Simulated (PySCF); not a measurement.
Vertical excitations of a molecule C2H5BO3 from TDDFT-PBE/def2-SVPD (PySCF), as energy in eV (oscillator strength): 5.91 (0.000), 6.70 (0.000), 6.85 (0.005), 7.40 (0.001), 7.47 (0.015), 7.51 (0.013), 7.55 (0.009), 7.65 (0.005), 7.74 (0.037), 8.32 (0.003). Lowest triplet (TDA): 5.82 eV. Coordinates come from a PBE0-D3(BJ)/def2-SVP optimisation. A frequency run showed that this geometry is not a minimum. Other conformers were not sampled.

Q: Identify the compound among the candidates.
(A) CC(=O)B(O)O
(B) OCB1OCO1
(C) OB1OCCO1
(D) CC1OB(O)O1

A: C, OB1OCCO1
